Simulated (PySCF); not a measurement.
All values below come from M06-2X/def2-TZVP // B3LYP-D3(BJ)/def2-SVP run with PySCF 2.14.0. Isolated molecules, 0 K electronic values unless said otherwise. One relaxed conformer stands for a flexible species; it need not be the lowest. Excitations are Tamm–Dancoff values on a coarser integration grid. The basis has no diffuse functions, so Rydberg states are missing or too high.

Reference species (SMILES): `C(CC(F)(F)F)[C@@H](C)[SiH3]` (Si–C–C–C torsion -63°, C–C–C–C torsion -176°) (neutral, multiplicity 1).

The HOMO is -9.58 eV and the S1–T1 gap (TDA) is 0.55 eV. The S1 excitation (TDA) comes out as 7.97 eV.

Changed species: `CC[C@@H](C[SiH3])C(F)(F)F` (C–C–C–C torsion 173°, C–C–C–Si torsion -63°).

Task: Predict the effect on the HOMO, S1–T1 gap (TDA) and S1 excitation (TDA).

Result: the HOMO falls by 0.65 eV, to -10.23 eV; the S1–T1 gap (TDA) rises by 0.13 eV, to 0.68 eV; the S1 excitation (TDA) goes up by 0.70 eV, to 8.67 eV.
